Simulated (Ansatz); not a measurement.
One change: `ClC=C(Cl)Cl` becomes `ClC(Cl)=CI`.

Ansatz, PBE0-D4/def2-TZVP geometries, multiplicity 1. 

Elements past krypton have def2 core potentials.

| property | `ClC=C(Cl)Cl` |
| --- | --- |
| LUMO energy (B3LYP/def2-TZVPP) / eV | -1.03 |
| HOMO energy (PBE/def2-TZVPP) / eV | -6.14 |
| LUMO energy (PBE0/def2-TZVPP) / eV | -0.83 |
| LUMO energy (PBE/def2-TZVPP) / eV | -1.73 |
| ideal-gas entropy at 298 K and 1 bar (rigid rotor, harmonic PBE0-D4/def2-TZVP) / J/(mol·K) | 324 |
| HOMO–LUMO gap (PBE0/def2-TZVPP) / eV | 6.49 |

Question: Give the same properties after the change, and the shifts. (Estimate.)

Answer: Ansatz gave: 
| property | `ClC(Cl)=CI` | shift |
| --- | --- | --- |
| LUMO energy (B3LYP/def2-TZVPP) / eV | -1.35 | -0.32 |
| HOMO energy (PBE/def2-TZVPP) / eV | -6.00 | 0.14 |
| LUMO energy (PBE0/def2-TZVPP) / eV | -1.13 | -0.30 |
| LUMO energy (PBE/def2-TZVPP) / eV | -2.05 | -0.32 |
| ideal-gas entropy at 298 K and 1 bar (rigid rotor, harmonic PBE0-D4/def2-TZVP) / J/(mol·K) | 344 | 20 |
| HOMO–LUMO gap (PBE0/def2-TZVPP) / eV | 5.97 | -0.52 |

With PBE0 the HOMO rises by 0.23 eV and the LUMO falls by 0.30 eV, so the gap narrows by about 0.53 eV. PBE moves the HOMO by 0.14 eV and ωB97M-V by 0.28 eV.

B3LYP here is the variant with VWN-RPA as its local correlation; programs differ in this.

Spin–orbit coupling is left out; it splits and shifts lone-pair levels of the heavy atoms by tenths of an eV.
